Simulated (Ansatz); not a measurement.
Consider the formal exchange of groups at a B–H bond: `CB[TeH]` + `NCOC=O` → `CB(N)[TeH]` + `COC=O`.

Program: Ansatz. Geometries: PBE0-D4/def2-TZVP. ΔE: electronic, gas phase. CBS: MP2 limit from def2 TZ/QZ plus the TZ coupled-cluster correction, frozen cores. DFT in def2-TZVPP. B3LYP here is the variant with VWN-RPA as its local correlation; programs differ in this. Elements past krypton have def2 core potentials. For Te outer-core shells are correlated without core-valence functions, which leaves a few kJ/mol of doubt a bond. One conformer a species, not always the lowest.

`CB[TeH]`:

Z-matrix (Å, degrees):
```
C
B 1 1.554
H 1 1.097 2 109.3
H 1 1.097 2 109.1 3 -114.3
H 1 1.090 2 115.7 3 122.9
Te 2 2.120 1 125.5 3 -123.3
H 2 1.197 1 121.7 3 56.7
H 6 1.661 2 96.0 1 0.1
```

`NCOC=O`:

Cartesian coordinates in Å:
```
N 0.169 -1.773 -0.222
C -0.296 -0.453 -0.358
O 0.453 0.462 0.503
C 0.089 1.736 0.444
O -0.783 2.187 -0.243
H 1.134 -1.877 -0.502
H 0.050 -2.134 0.714
H -1.347 -0.379 -0.077
H -0.181 -0.102 -1.384
H 0.713 2.332 1.127
```

`CB(N)[TeH]`:

Cartesian coordinates in Å:
```
C 0.002 0.398 -1.404
B 0.129 -0.020 0.103
N -0.981 -0.324 0.884
Te 2.138 -0.115 0.960
H 0.557 -0.285 -2.054
H -1.037 0.412 -1.747
H 0.421 1.394 -1.575
H -0.939 -0.595 1.851
H -1.916 -0.286 0.511
H 1.626 -0.580 2.469
```

`COC=O`:

```xyz
8

C     0.639    0.744    0.303
O    -0.214    0.251   -0.730
C    -0.823   -0.900   -0.462
O    -0.711   -1.532    0.548
H     1.437    0.029    0.512
H     1.051    1.677   -0.072
H     0.071    0.916    1.218
H    -1.451   -1.186   -1.318
```

```tsv
level	ΔE (kcal/mol)	difference from CCSD(T)/CBS
PBE-D4	-36.2	1.7
r2SCAN-D4	-37.0	0.9
PBE0-D4	-37.1	0.8
B3LYP-D4	-37.7	0.2
ωB97X-V	-36.9	1.0
B2PLYP	-37.4	0.5
r2SCAN	-36.9	1.0
PBE0	-36.7	1.2
MP2/def2-TZVPP	-38.7	-0.8
SCS-MP2/def2-TZVPP	-38.0	-0.1
CCSD/def2-TZVPP	-37.4	0.5
MP2/def2-QZVPP	-39.1	-1.2
SCS-MP2/def2-QZVPP	-38.4	-0.5
HF/CBS(def2)	-37.1	0.8
MP2/CBS(def2)	-39.4	-1.5
CCSD/CBS(def2)	-38.1	-0.2
CCSD(T)/CBS	-37.9	0
```

Largest T1 diagnostic among the species: 0.015.

The D4 term adds −0.9 kcal/mol with B3LYP and −0.4 kcal/mol with PBE0; it sums over pairs of atoms, weighted by their polarisabilities, and B3LYP, whose exchange is more repulsive, gets the larger term. From PBE to PBE0 (25 % exact exchange), in def2-TZVPP and without D4, ΔE moves by −0.9 kcal/mol.
